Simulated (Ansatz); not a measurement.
Ansatz (a quantum-chemistry and plane-wave program) input (RPA@PBE/def2-TZVPP):

Ansatz 0.2 input:
```yaml
crystal:
  periodic: [false, false, false]
  atoms:
    - {symbol: Ge, position_ang: [-0.17808290, -0.16009585, -0.01946895]}
    - {symbol: O, position_ang: [-1.47426511, -1.32535878, -0.16117430]}
    - {symbol: Cl, position_ang: [-0.49503636, 1.69499532, -0.84431545]}
    - {symbol: Cl, position_ang: [1.52402304, -0.76994018, 0.95680961]}
basis:
  gaussian:
    orbitals: def2-TZVPP
hamiltonian:
  xc: pbe
total_charge: 1
magnetization: {spin_polarized: true, initial_magnetization: 1}
correlation: {method: rpa, electrons: outside_noble_gas}
```

Output:

```
Functional definition: PBE
integrals: 0.25 GiB planned
1027 factors; integrals over basis functions are off by at most 1.1e-3 eV
mean field: 0.65 GiB planned
mean field evaluation 1: about -83558.2535 eV, gradient 7.6e1 eV
mean field evaluation 2: about -83558.2486 eV, gradient 7.6e1 eV
mean field evaluation 4: about -83571.9308 eV, gradient 3.8e1 eV
mean field evaluation 8: about -83582.6443 eV, gradient 4.7e0 eV
mean field evaluation 16: about -83582.7443 eV, gradient 8.7e-4 eV
mean field evaluation 32: about -83582.7227 eV, gradient 4.1e-1 eV
mean field evaluation 64: about -83582.4050 eV, gradient 8.0e-1 eV
mean field evaluation 96: about -83582.6246 eV, gradient 5.7e-1 eV
mean field evaluation 128: about -83582.7390 eV, gradient 2.1e-1 eV
mean field evaluation 160: about -83570.1283 eV, gradient 4.4e1 eV
mean field -83582.74431544 eV, -3071.6091991734 hartree, gradient 3.8e-6 eV, S^2 0.754738; 12 other end points of the search recorded, 0 dependent functions left out
25 core orbitals not correlated
reference -83509.85521729 eV, -3068.9305742226 hartree; 12, 11 occupied and 126, 127 virtual orbitals, 1027 factors
Total energy: -83539.49963993 eV, -3070.0199866607 hartree
```
